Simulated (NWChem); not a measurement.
System: C4H8O; SMILES OCC1CC1

```xyz
13

O      0.6862     1.5054     0.0000
C     -0.6645     1.0744     0.0000
C     -0.7078    -0.4394     0.0000
C      0.3298    -1.2327    -0.7569
C      0.3298    -1.2327     0.7569
H      0.6871     2.4774     0.0000
H     -1.2166     1.4515    -0.8984
H     -1.2166     1.4515     0.8984
H     -1.7371    -0.8371     0.0000
H      1.1260    -0.6582    -1.2545
H      0.0089    -2.1439    -1.2855
H      0.0089    -2.1439     1.2855
H      1.1260    -0.6582     1.2545
```
Atoms are numbered in this order, from 1.

Program: NWChem. Structure relaxed at the PBE-D3(BJ)/def2-SVP level. Not confirmed as a minimum by frequencies.

Q: What does the run give for Hartree-Fock/STO-3G? Quantities: highest occupied level (eV); orbital gap (eV); dipole (D).

A: 
```
Item                         Value
---------------------------  -----
highest occupied level (eV)  -9.18
orbital gap (eV)             22.48
dipole (D)                    1.41
```
